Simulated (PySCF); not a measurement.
C$_{3}$H$_{5}$ (SMILES [CH-]1CC1), charge -1, singlet, geometry from GFN2-xTB; CCSD(T)/6-31G* (PySCF).

Here is a job for PySCF.
```python
from pyscf import gto, scf, cc

mol = gto.Mole()
mol.atom = '''
    C    -0.010751    0.960170    0.093412
    C     0.755777   -0.344508    0.026624
    C    -0.748251   -0.360884    0.021847
    H    -0.012597    1.431798   -0.941996
    H     1.255392   -0.743614   -0.876342
    H     1.261661   -0.709388    0.929634
    H    -1.251796   -0.736753    0.921650
    H    -1.233312   -0.770710   -0.884248
'''
mol.basis = '6-31g*'
mol.charge = -1
mol.spin = 0
mol.verbose = 4
mol.build()

mf = scf.RHF(mol)
mf.kernel()

mycc = cc.CCSD(mf)
mycc.kernel()
et = mycc.ccsd_t()
print('E(CCSD(T)) = %.10f' % (mycc.e_tot + et))
```

What the program printed (banner, timings and long lists left out):

```
PySCF version 2.14.0

[INPUT] verbose = 4
[INPUT] num. atoms = 8
[INPUT] num. electrons = 24
[INPUT] charge = -1
[INPUT] spin (= nelec alpha-beta = 2S) = 0
[INPUT] symmetry False subgroup None
[INPUT] Mole.unit = angstrom
[INPUT] Symbol           X                Y                Z      unit          X                Y                Z       unit  Magmom
[INPUT]  1 C     -0.010751000000   0.960170000000   0.093412000000 AA   -0.020316445565   1.814458333024   0.176523096748 Bohr   0.0
[INPUT]  2 C      0.755777000000  -0.344508000000   0.026624000000 AA    1.428211541245  -0.651025767722   0.050312068340 Bohr   0.0
[INPUT]  3 C     -0.748251000000  -0.360884000000   0.021847000000 AA   -1.413989462432  -0.681971922738   0.041284846643 Bohr   0.0
[INPUT]  4 H     -0.012597000000   1.431798000000  -0.941996000000 AA   -0.023804879991   2.705706085700  -1.780114450436 Bohr   0.0
[INPUT]  5 H      1.255392000000  -0.743614000000  -0.876342000000 AA    2.372347058970  -1.405226802392  -1.656046371454 Bohr   0.0
[INPUT]  6 H      1.261661000000  -0.709388000000   0.929634000000 AA    2.384193752045  -1.340549036053   1.756753656084 Bohr   0.0
[INPUT]  7 H     -1.251796000000  -0.736753000000   0.921650000000 AA   -2.365551603826  -1.392261391452   1.741666082705 Bohr   0.0
[INPUT]  8 H     -1.233312000000  -0.770710000000  -0.884248000000 AA   -2.330621906140  -1.456430821464  -1.670986546194 Bohr   0.0

nuclear repulsion = 68.4062350097256
number of shells = 28
number of NR pGTOs = 101
number of NR cGTOs = 52
basis = 6-31g*
ecp = {}

******** <class 'pyscf.scf.hf.RHF'> ********
method = RHF
initial guess = minao
damping factor = 0
level_shift factor = 0
DIIS = <class 'pyscf.scf.diis.CDIIS'>
diis_start_cycle = 1
diis_space = 8
diis_damp = 0
SCF conv_tol = 1e-09
SCF conv_tol_grad = None
SCF max_cycles = 50
direct_scf = True
direct_scf_tol = 1e-13
Set gradient conv threshold to 3.16228e-05
Initial guess from minao.
init E= -116.841593652645
  HOMO = -0.163595581337107  LUMO = 0.166728929900065  gap/eV = 8.98859
cycle= 1 E= -116.295413999342  delta_E= 0.546  |g|= 0.389  |ddm|= 2.44
  HOMO = 0.0522122075806495  LUMO = 0.449889415305379  gap/eV = 10.82135
cycle= 2 E= -116.339061421711  delta_E= -0.0436  |g|= 0.168  |ddm|= 0.687
  HOMO = -0.0277016153403338  LUMO = 0.446726479467695  gap/eV = 12.90985
cycle= 3 E= -116.347021209007  delta_E= -0.00796  |g|= 0.0408  |ddm|= 0.242
  HOMO = -0.0247274660054182  LUMO = 0.44903102072577  gap/eV = 12.89163
cycle= 4 E= -116.347786771615  delta_E= -0.000766  |g|= 0.00705  |ddm|=  0.1
  HOMO = -0.024798855622723  LUMO = 0.448797168126593  gap/eV = 12.88720
cycle= 5 E= -116.347835551469  delta_E= -4.88e-05  |g|= 0.00237  |ddm|= 0.041
  HOMO = -0.0251201240258192  LUMO = 0.448971857046799  gap/eV = 12.90070
cycle= 6 E= -116.347841271765  delta_E= -5.72e-06  |g|= 0.000733  |ddm|= 0.0166
  HOMO = -0.025242053447287  LUMO = 0.448894553094264  gap/eV = 12.90191
cycle= 7 E= -116.34784160769  delta_E= -3.36e-07  |g|= 0.000186  |ddm|= 0.00348
  HOMO = -0.025256002985802  LUMO = 0.448906046071825  gap/eV = 12.90261
cycle= 8 E= -116.347841631755  delta_E= -2.41e-08  |g|= 3.64e-05  |ddm|= 0.000925
  HOMO = -0.0252540999059008  LUMO = 0.448905634140153  gap/eV = 12.90254
cycle= 9 E= -116.347841632905  delta_E= -1.15e-09  |g|= 1.12e-05  |ddm|= 0.000157
  HOMO = -0.0252537376256656  LUMO = 0.448905522174623  gap/eV = 12.90253
cycle= 10 E= -116.347841633037  delta_E= -1.32e-10  |g|= 2.78e-06  |ddm|= 6.62e-05
  HOMO = -0.0252532434821595  LUMO = 0.448905748326195  gap/eV = 12.90252
Extra cycle  E= -116.347841633045  delta_E= -7.96e-12  |g|= 1.34e-06  |ddm|= 1.16e-05
converged SCF energy = -116.347841633045

******** <class 'pyscf.cc.ccsd.CCSD'> ********
CC2 = 0
CCSD nocc = 12, nmo = 52
max_cycle = 50
direct = 0
conv_tol = 1e-07
conv_tol_normt = 1e-05
diis_space = 6
diis_start_cycle = 0
diis_start_energy_diff = 1e+09
Init t2, MP2 energy = -116.746658836517  E_corr(MP2) -0.398817203471521
Init E_corr(CCSD) = -0.398817203472777
cycle = 1  E_corr(CCSD) = -0.417381219691686  dE = -0.0185640162  norm(t1,t2) = 0.0498757
cycle = 2  E_corr(CCSD) = -0.427783196047077  dE = -0.0104019764  norm(t1,t2) = 0.0155886
cycle = 3  E_corr(CCSD) = -0.430773746092908  dE = -0.00299055005  norm(t1,t2) = 0.00679418
cycle = 4  E_corr(CCSD) = -0.43158129117076  dE = -0.000807545078  norm(t1,t2) = 0.00196199
cycle = 5  E_corr(CCSD) = -0.431504895132875  dE = 7.63960379e-05  norm(t1,t2) = 0.000996127
cycle = 6  E_corr(CCSD) = -0.431459630150696  dE = 4.52649822e-05  norm(t1,t2) = 0.000336392
cycle = 7  E_corr(CCSD) = -0.431468446652501  dE = -8.8165018e-06  norm(t1,t2) = 0.000154089
cycle = 8  E_corr(CCSD) = -0.431468647439224  dE = -2.00786723e-07  norm(t1,t2) = 3.98119e-05
cycle = 9  E_corr(CCSD) = -0.431467697075129  dE = 9.50364095e-07  norm(t1,t2) = 1.64853e-05
cycle = 10  E_corr(CCSD) = -0.431467401757545  dE = 2.95317584e-07  norm(t1,t2) = 5.81526e-06
cycle = 11  E_corr(CCSD) = -0.431467224850434  dE = 1.76907112e-07  norm(t1,t2) = 2.59303e-06
cycle = 12  E_corr(CCSD) = -0.431467237654403  dE = -1.28039691e-08  norm(t1,t2) = 8.3181e-07
CCSD converged
E(CCSD) = -116.7793088706995  E_corr = -0.4314672376544029
CCSD(T) correction = -0.013876690981835
E(CCSD(T)) = -116.7931855617
```
